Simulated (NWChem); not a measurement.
CH$_{3}$Cl$_{2}$ISi; SMILES C[Si](Cl)(Cl)I

Not confirmed as a minimum by frequencies. def2 effective core potentials on I; no spin-orbit coupling.

### Question
Give the equilibrium geometry at PBE-D3(BJ)/def2-SVP with def2 effective core potentials on I (NWChem) as a Z-matrix, with the point group.

### Answer
point group Cs; any orientation.
```
Si
C 1 1.8649
H 2 1.1077 1 109.95
H 2 1.1077 3 109.11 1 120.65
H 2 1.1085 3 109.19 4 119.28
Cl 1 2.0735 2 109.96 3 -60.34
Cl 1 2.0735 2 109.96 3 -179.27
I 1 2.4598 2 110.51 3 60.20
```
